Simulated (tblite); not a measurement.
Run record: tight-binding relaxation, calcium 3,4-difluorophenoxide (`Fc1ccc([O][Ca])cc1F`) [radical].

Computed with GFN2-xTB geometry optimisation, gas phase (tblite 0.8.0). Start geometry: from a force field or distance geometry. The input is one job of a driver script: a line of settings, then coordinates in Å.

Command:
```bash
OMP_NUM_THREADS=1 python probes_run.py task.json out
```

Input:
```
{"job": {"kind": "relax", "xc": "GFN2-xTB", "basis": "xTB"}, "charge": 0, "multiplicity": 2}
F     -2.861000     0.365200     0.674800
C     -1.603900     0.169600     0.275100
C     -1.106300    -1.123000     0.148400
C      0.196900    -1.277900    -0.267700
C      0.966300    -0.158000    -0.497800
O      2.297300    -0.338000    -0.918600
Ca     3.767800    -0.312500     1.302200
C      0.484200     1.130900    -0.359200
C     -0.824500     1.286800     0.040100
F     -1.300500     2.543600     0.178300
H     -1.769100    -1.944700     0.350300
H      0.608200    -2.296700    -0.377900
H      1.140500     1.955200    -0.565700
```

Output:
```
step      E/eV     max force
  0    -771.11299    5.208
  1    -771.45674    1.169
  2    -771.51514    1.169
  3    -771.64808    1.137
  4    -771.77415    1.489
  5    -771.88608    1.232
  6    -771.95617    0.825
  7    -772.01357    0.531
  8    -772.02764    0.546
  9    -772.04021    0.256
... (64 lines left out)
 74    -772.10488    0.088
 75    -772.10520    0.062
 76    -772.10574    0.025
 77    -772.10583    0.025
 78    -772.10593    0.018
 79    -772.10598    0.015
 80    -772.10602    0.015
 81    -772.10604    0.015
 82    -772.10607    0.014
 83    -772.10609    0.009
```

«max force» is the largest atomic force in eV/Å.

**Question.** From which step on does the largest force stay under 0.1 eV/Å, and how much energy is left to gain from there?

**Answer.** From step 71 (0.068 eV/Å), 2.1 meV above the end.

Summary of the converged run: energy lowered by 22.9 kcal/mol over 83 steps; largest atomic force 0.009 eV/Å at the end.

**Question.** Give the final coordinates.

**Answer.** 0.310 Å rms from the input after alignment:
```
atom  x, y, z in Å
F1    -2.9088    0.3968    0.5743
C2    -1.6126    0.1770    0.2570
C3    -1.1522   -1.1190    0.0903
C4     0.1719   -1.3517   -0.2137
C5     1.0864   -0.2946   -0.3884
O6     2.3384   -0.5088   -0.6577
Ca7    3.4284    0.3626    0.7160
C8     0.5923    1.0162   -0.2160
C9    -0.7321    1.2378    0.1012
F10   -1.1533    2.5114    0.2647
H11   -1.8470   -1.9354    0.2114
H12    0.5342   -2.3612   -0.3561
H13    1.2501    1.8695   -0.4006
```

Hardware: one thread of an Arm Neoverse V1, on a shared host. Cost: 0.59 s wall.
Labels such as C1 count atoms from 1, the log's own numbers from 0.
